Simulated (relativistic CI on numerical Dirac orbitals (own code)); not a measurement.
**Level scheme of Gd III**

Computed by Dirac-Coulomb-Breit CI, orbitals from a KLI potential per configuration, model QED, valence Slater integrals scaled by 0.75 (own radial code, finite nucleus).

Configurations in the expansion (outside the closed core [Xe]): 4f8.

The lowest level is 4f8 7F_6, with 95 % of that term; Hund's rules for 4f8 give 7F with J = 6, in agreement.

```csv
No.,Configuration,Term,J,E (cm⁻¹),%,Landé g
1,4f8,7F,6,0.0,95,1.491
2,4f8,7F,5,1673.1,96,1.493
3,4f8,7F,4,2654.1,94,1.493
4,4f8,7F,3,3438.0,94,1.494
5,4f8,7F,2,3983.9,94,1.495
6,4f8,7F,1,4347.9,93,1.495
7,4f8,7F,0,4525.0,93,
8,4f8,5D,4,14683.0,90,1.485
9,4f8,5L,10,18934.4,92,1.191
10,4f8,5D,3,19459.1,89,1.479
11,4f8,5G,6,19474.8,58,1.253
12,4f8,5L,9,20172.2,94,1.131
13,4f8,5G,5,20598.2,67,1.211
14,4f8,5L,8,20809.4,92,1.046
15,4f8,5D,2,20921.8,69,1.467
16,4f8,5G,4,20940.3,69,1.090
17,4f8,5L,7,21024.5,84,0.938
18,4f8,5L,6,21141.7,79,0.778
19,4f8,5G,3,21495.1,80,0.881
20,4f8,5G,2,21956.0,92,0.372
21,4f8,5D,1,23019.2,78,1.473
22,4f8,5H,7,23290.2,79,1.244
23,4f8,5D,0,23432.0,72,
24,4f8,5H,6,24641.0,61,1.198
25,4f8,5H,5,25370.1,53,1.101
26,4f8,5H,4,25818.3,58,0.914
27,4f8,5H,3,26190.9,83,0.565
28,4f8,5I,8,26679.3,83,1.226
29,4f8,5F,5,26870.5,83,1.370
30,4f8,5F,4,27229.9,73,1.308
31,4f8,5I,7,27808.0,74,1.171
32,4f8,5F,3,28292.0,83,1.239
33,4f8,5I,4,28586.1,66,0.693
34,4f8,5I,6,28609.8,63,1.082
35,4f8,5F,2,28750.7,86,1.025
36,4f8,5I,5,28961.7,67,0.936
37,4f8,5F,1,29041.8,91,0.065
38,4f8,3I,6,29762.0,33,1.020
39,4f8,3P,2,29983.3,53,1.465
40,4f8,5K,9,30160.8,92,1.212
41,4f8,3O,10,30477.0,35,1.006
42,4f8,5K,5,31315.9,35,0.846
43,4f8,5K,8,31407.4,82,1.145
44,4f8,5K,7,31705.9,39,1.078
45,4f8,3O,12,31869.1,91,1.075
```

Energies count from the lowest computed level.

The mean weight of the leading LS term, summed over parents, in these 45 levels is 76 %, and that of the leading jj configuration (from the same eigenvectors) 44 %, so LS coupling describes them better.

One configuration and one scale for all Slater integrals: terms of lower spin can come out thousands of cm⁻¹ low, and their order can be wrong.

Landé's interval rule says that E(J) − E(J−1) = AJ with one A. For the ground term the intervals give A = -177.1, -182.0, -182.0, -196.0, -196.2, -278.9 cm⁻¹ for J = 1, 2, 3, 4, 5, 6; the multiplet is inverted.

LS names give the leading component of a level, which can be under half, so a name can repeat, a term be missing and a line seem to break the LS rules.
